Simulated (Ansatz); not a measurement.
```xyz
14

C     1.353    0.797    0.090
C    -0.137    0.423    0.146
Si   -0.448   -0.934    1.411
Si   -0.800   -0.029   -1.529
F    -0.539    1.182   -2.549
H     1.961   -0.050   -0.243
H     1.728    1.100    1.072
H     1.534    1.622   -0.602
H    -0.728    1.286    0.486
H     0.292   -2.167    1.029
H    -1.897   -1.257    1.507
H     0.037   -0.489    2.745
H    -0.093   -1.216   -2.074
H    -2.264   -0.269   -1.490
```

Charge 0, multiplicity 1.

(1) List the ωB97M-V/def2-TZVPP orbital energies in eV (Ansatz). (Estimate.)

Answers

(1) Computed: Occupied: -1807.72, -1806.97, -677.26, -281.70, -281.43, -148.70, -148.06, -102.86, -102.79, -102.78, -102.17, -102.17, -102.17, -35.79, -24.39, -20.61, -18.15, -17.35, -15.59, -15.27, -15.10, -14.69, -14.00, -13.30, -12.30, -11.95, -11.72, -11.41, -10.69. Lowest empty: 1.69, 1.97, 2.78, 2.88, 3.23, 3.49, 3.62, 3.76.
